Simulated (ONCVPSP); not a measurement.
## Reading a pseudo-wave (Tc (Z = 43))

Columns: radius, all-electron u(r) and pseudo u(r) of the 4d shell (level -6.66 eV) of technetium in the configuration [Ar] 3d10 4s2 4p6 4d5 5s2; PBE, scalar-relativistic, ONCV scheme, ONCVPSP 4.0.1.

```csv
r (bohr),all-electron,pseudo
0.077,-0.0914,0.0012
0.154,-0.2806,0.0089
0.231,-0.3802,0.0291
0.308,-0.3568,0.0658
0.385,-0.2461,0.1203
0.462,-0.0908,0.1914
0.539,0.0773,0.2754
0.616,0.2385,0.3669
0.693,0.3824,0.4601
0.770,0.5043,0.5493
0.847,0.6030,0.6295
0.924,0.6793,0.6965
1.001,0.7349,0.7479
1.078,0.7725,0.7827
1.155,0.7950,0.8022
1.232,0.8050,0.8091
1.309,0.8050,0.8067
1.386,0.7971,0.7975
1.463,0.7832,0.7832
1.540,0.7647,0.7647
1.617,0.7429,0.7429
1.694,0.7189,0.7188
1.771,0.6932,0.6932
1.848,0.6667,0.6666
1.925,0.6397,0.6397
2.002,0.6127,0.6127
```

Question: How many radial nodes do the two functions have?

Answer: The all-electron 4d function has n − l − 1 = 1; the pseudo-wave has 0, since the states of the same l below it are removed with the core.

Question: At about which radius was the pseudo-wave matched?

Answer: 1.54 bohr. The columns agree to 0.0005 from 1.39 bohr on; several derivatives are matched, so the curves merge somewhat inside the radius.

Question: Where does each function peak?

Answer: Outermost all-electron maximum near 1.23 bohr, pseudo maximum near 1.23 bohr (to the table’s step).

Question: Is the pseudo-wave norm-conserving?

Answer: Yes: the ONCV scheme keeps the norm inside the radius equal to the all-electron one, which fixes the energy derivative of the logarithmic derivative at the level.
